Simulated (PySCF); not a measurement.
Si(H)2(Et)(NH2) (C2H9NSi), SMILES N[SiH2]CC.

Geometry: r2SCAN-D4/def2-SVP. One conformer was computed; it need not be the lowest.

Two levels are set side by side: PBE/def2-TZVP (PySCF) and PBE0/def2-TZVP (PySCF). Same geometry, gas phase. Differences are taken from unrounded values.

| quantity | PBE0 | PBE | PBE minus PBE0 |
|---|---|---|---|
| orbital gap (eV) | 7.82 | 5.59 | -2.23 |
| highest occupied level (eV) | -7.24 | -5.84 | 1.40 |
| lowest empty level (eV) | 0.58 | -0.25 | -0.83 |
| dipole moment (D) | 0.90 | 0.93 | 0.02 |
| mean polarisability (bohr³) | 59.2 | 61.4 | 2.2 |

Without exact exchange PBE keeps part of each electron's self-repulsion, which lifts occupied levels and narrows the gap. PBE's more diffuse valence density responds more strongly to a field. Differences between two approximate levels are no errors against the true value.

Rough cost on one machine, each run with all the roots and properties that it gave: PBE0 against PBE within a factor of 2.
